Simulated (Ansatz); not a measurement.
Geometry optimisation, RKS BLYP/def2-SVP in Ansatz 0.2.0.

Input:

```yaml
crystal:
  periodic: [false, false, false]
  atoms:
    - { symbol: B, position_ang: [0.35912, 1.80006, -0.46906] }
    - { symbol: Si, position_ang: [-0.60855, 0.18834, -0.43093] }
    - { symbol: Si, position_ang: [-2.54978, -0.26908, -1.39635] }
    - { symbol: F, position_ang: [-3.19917, 0.9584, -2.25138] }
    - { symbol: H, position_ang: [1.38195, 1.89607, 0.09922] }
    - { symbol: H, position_ang: [-0.05471, 2.72905, -1.0599] }
    - { symbol: H, position_ang: [-0.27854, -1.09548, 0.24054] }
    - { symbol: H, position_ang: [-3.61896, -1.22694, -1.67017] }
basis:
  gaussian: { orbitals: def2-SVP }
hamiltonian:
  xc: blyp
relax:
  f_tol: 0.015
  max_steps: 40
```

Launched with:

```bash
$ ansatz run input.yaml --threads 1 --pin off --max-ram 2048MiB --backend cpu --events-out ev --progress --plain --runs-dir out
```

**Question.** Where does it end, and by what steps?

**Answer.** The forces met the threshold. After 6 steps the energy has fallen by 0.297 eV; H8 moved furthest, 0.20 Å.

```tsv
step	energy less start (eV)	largest force component (eV/Å)	accepted
0	0.0000	1.425	yes
1	-0.2498	0.494	yes
2	-0.2910	0.190	yes
3	-0.2951	0.109	yes
4	-0.2963	0.071	yes
5	-0.2967	0.030	yes
6	-0.2967	0.014	yes
```

```xyz
8
Properties=species:S:1:pos:R:3
B 0.330 1.781 -0.478
Si -0.623 0.094 -0.404
Si -2.540 -0.123 -1.451
F -3.209 1.105 -2.306
H 1.389 1.922 0.092
H -0.160 2.690 -1.109
H -0.287 -1.197 0.278
H -3.469 -1.292 -1.560
```

Whether the end is a true minimum wasn't checked by a vibrational analysis.

The run took 33 s on 1 thread of Intel(R) Xeon(R) Processor @ 2.50GHz (Skylake/Cascade Lake), with other jobs on the host, peak memory 0.13 GiB.
